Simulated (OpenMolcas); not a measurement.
**Br5+: effect of the IPEA shift**

| Quantity | Value |
| --- | --- |
| Program | OpenMolcas 26.06 |
| Basis | ANO-R2 [6s5p4d2f1g] |
| Scalar Hamiltonian | X2C, finite nucleus |
| Active space | 2 electrons in 4 orbitals (4s 4p) |
| State averaging | 2S+1 = 3 even, 3 roots; 2S+1 = 1 even, 7 roots; 2S+1 = 3 odd, 3 roots; 2S+1 = 1 odd, 3 roots |
| Spin-orbit coupling | state interaction with AMFI integrals over the reference wave functions, term energies averaged over their components |

Methods on the same reference wave functions:
A. CASSCF
B. MS-CASPT2, IPEA 0.25 Eh, imaginary shift 0.1 Eh (closed shells correlated: 3d)
C. MS-CASPT2, IPEA 0.5 Eh, imaginary shift 0.1 Eh (closed shells correlated: 3d)

Energies in cm-1 above 4s2 1S0, the measured ground level; measured values from Moore, Atomic Energy Levels, vol. II, NSRDS-NBS 35 (1971 reprint of NBS Circular 467, 1952).

| Level | A | B | C | Measured |
| --- | --- | --- | --- | --- |
| 4s2 1S0 | 0.0 | 0.0 | 0.0 | 0.0 |
| 4s 4p 3P* 0 | 100492 | 102545 | 102634 | 104316 |
| 4s 4p 3P* 1 | 102489 | 104504 | 104595 | 106431 |
| 4s 4p 3P* 2 | 106905 | 108958 | 109047 | 111336 |
| 4s 4p 1P* 1 | 160699 | 150431 | 150949 | 151274 |
| 4p2 3P0 | 241434 | 241896 | 242083 | 244136 |
| 4p2 3P1 | 244179 | 244817 | 244998 | 247406 |
| 4p2 3P2 [61 %] | 247721 | 246643 | 247239 | 253892 |
| 4p2 1D2 [61 %] | 262097 | 252691 | 253666 |  |
| 4p2 1S0 | 293131 | 283421 | 283854 |  |

Deviations, from unrounded energies. A percentage is the sum of absolute deviations over the sum of measured energies, with the sign that they share, or ± where signs differ.

| Against measurement | Levels | A | B | C |
| --- | --- | --- | --- | --- |
| mean absolute deviation (cm-1) | 7 | 4800 | 2700 | 2500 |
| other configurations (%) | 7 | ±2.8 | -1.6 | -1.4 |

C lies closest to measurement on these levels and A furthest from it. The largest miss of C in the table is 4p2 3P2 [61 %], by -6700 cm-1. The ranking rests on the paired levels alone, and a cruder setting can come out closer through cancelling errors.

Between B and C the level of the table that moves most is 4p2 1D2 [61 %], by 970 cm-1 (lowest in B, highest in C).

The lowest spin-free term lies below A's lowest term by 0.401 hartree in B, 0.400 hartree in C.

Over all roots computed the reference weight is 0.92 to 0.98 in B; the roots of lowest weight are the least certain, and an intruder state may touch them. The ¹D term of p² mixes with s d, which this space lacks. Measured partners are found by configuration, term and J. A level has none where our copy of the source lacks it or the pairing is in doubt (some pairs that miss far off the trend of their configuration count as doubtful), and it then counts in no deviation. Only configurations of the active space appear.

A share in square brackets marks a mixed level and gives the weight of the term that names it, the lowest over the columns. * marks odd parity.
